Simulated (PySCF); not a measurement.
F2H6Si3, SMILES F[Si](F)([SiH3])[SiH3]. Coordinates come from a PBE-D3(BJ)/def2-SVP optimisation.

Computed equilibrium geometry at PBE-D3(BJ)/def2-SVP (PySCF confirms it by a frequency run) as a Z-matrix, and its point group:
point group C2v.
```
Si
F 1 1.6427
F 1 1.6427 2 106.43
Si 1 2.3559 2 108.23 3 -116.13
H 4 1.5038 1 110.48 2 57.48
H 4 1.5049 5 109.60 1 120.24
H 4 1.5049 5 109.60 6 119.52
Si 1 2.3559 2 108.23 3 116.13
H 8 1.5038 1 110.48 2 -57.48
H 8 1.5049 9 109.60 1 -120.24
H 8 1.5049 9 109.60 10 -119.52
```
Charge 0, spin multiplicity 1.
